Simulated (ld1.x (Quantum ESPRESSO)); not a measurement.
## Which setting gave this result? (indium, TM)

Base potential:

- Element: indium
- Generator: ld1.x (Quantum ESPRESSO) 7.5
- Type: norm-conserving Troullier–Martins (Kleinman–Bylander form)
- Functional: LDA (PZ)
- Relativity: scalar-relativistic
- Frozen core: [Kr] 4d10
- Valence charge: 3
- Reference configuration: 5s2 5p0.75 (charge +0.25)
- Partial waves: 5s (bound): rc 2.35 bohr; 5d channel at 0.35 Ry: rc 2.25 bohr; 5p (bound): rc 2.00 bohr
- Local potential: the p channel
- Core correction: a·sin(br)/r model core, default radius (core density twice the valence density)

Cutoffs, loose and tight: the cutoffs (Ry, on a coarse ladder) from which the occupation-weighted sum of valence levels, in a spherical-Bessel basis at the reference potential, stays within 10 and 1 mRy of its value at 400 Ry. They do not see the model core or the augmentation charge, which bear on the density cutoff. Test errors are all-electron minus pseudo excitation energies from the reference, over the configurations 5s2 5p1; 5s2 5p0; 5s1 5p0; 5s1 5p1; 5s0 5p3; 5s2 5p1.3; 5s2 5p0.5 (two spin-polarised tests are not counted in the largest error); variants that change the core or the reference have their own tests.

Only the scale of all radii but the core radius (base = 1) is moved:

| scale of all radii but the core radius (base = 1) | cutoff, loose | cutoff, tight | bound ghosts | largest test error (meV) |
| --- | --- | --- | --- | --- |
| 0.77 | 40 Ry | 140 Ry | s | -194 |
| 0.84 | 35 Ry | 100 Ry | s, d | -193 |
| 0.94 | 21 Ry | 35 Ry | s, d | -196 |
| 1.16 | 8 Ry | 21 Ry | d | -186 |
| 1.25 | 8 Ry | 18 Ry | none | -199 |
| 1.35 | 8 Ry | 15 Ry | none | -213 |

Task: One more run gave cutoff, loose: 10 Ry; cutoff, tight: 25 Ry; bound ghosts: d; largest test error (meV): -170. Which value of the scale of all radii but the core radius (base = 1) was used?

Result: 1.09. The tight cutoff moves one way along this sweep, from 140 Ry at 0.77 to 15 Ry at 1.35, which places the run between 0.94 and 1.16.
